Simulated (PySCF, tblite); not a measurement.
System: C₃, singlet: symmetric bend, bond length relaxed. Scanned: C-C-C angle. Other coordinates (C-C bond length) were minimised at B3LYP/def2-TZVP.

Levels: GFN2-xTB, 300 K electronic temperature (tblite); CCSD(T) on RHF/cc-pVTZ, 3 core orbitals frozen (PySCF).

Energies relative to the lowest point of each profile, in kcal/mol; the last columns give the difference from CCSD(T):

| a / ° | GFN2-xTB | CCSD(T) | GFN2-xTB − CCSD(T) |
|---|---|---|---|
| 180 | 0.09 | 0.00 | 0.09 |
| 170 | 0.07 | 0.03 | 0.04 |
| 160 | 0.03 | 0.10 | -0.07 |
| 150 | 0.00 | 0.22 | -0.22 |
| 140 | 0.07 | 0.38 | -0.31 |
| 130 | 0.39 | 0.65 | -0.26 |
| 120 | 1.16 | 1.10 | 0.06 |
| 110 | 2.65 | 1.89 | 0.75 |
| 100 | 5.28 | 3.35 | 1.93 |
| 90 | 9.66 | 6.05 | 3.62 |
| 80 | 17.28 | 11.09 | 6.19 |

GFN2-xTB is furthest from CCSD(T) at 80 (6.19 kcal/mol, above); its mean absolute difference over the points is 1.23 kcal/mol.
